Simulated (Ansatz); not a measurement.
Cl₃OTa, singlet, geometry from GFN2-xTB (such geometries of metal compounds can be far from the true shape) (core potentials on Ta). Base run: B3LYP/def2-TZVP run with Ansatz (a quantum-chemistry and plane-wave program).

Geometry (Å):
```xyz
5

Ta     0.1567     0.0885    -0.1500
O      1.2887     0.7281    -1.2343
Cl     1.0869    -0.9159     1.5903
Cl    -1.1707    -1.4272    -1.0686
Cl    -1.1954     1.6204     0.7034
```
Charge 0, spin multiplicity 1.
All else is at Ansatz's defaults.
Base energy -1513.25336 Eh.

Variants of this job, named by their change:

| change | ΔE vs base (mEh) |
|---|---|
| base | 0.000 |
| final_grid = 10, 20, 41 | 0.001 |
| final_grid = 14, 28, 59 | 0.001 |
| final_grid = 6, 12, 29 | -0.006 |
| point_charge = charge:1.0 position_ang:4.9281, -0.5009, 1.4767 | -6.326 |
| fitting.mean_field = def2-universal-JKFIT | -0.041 |
| accuracy = high | -0.024 |
| lower_state_search = full | 0.000 |
| lower_state_search = light | 0.000 |
| point_charge = charge:0.5 position_ang:-3.0267, 1.0042, 3.9895 | 0.366 |
| lower_state_search = off | 0.000 |
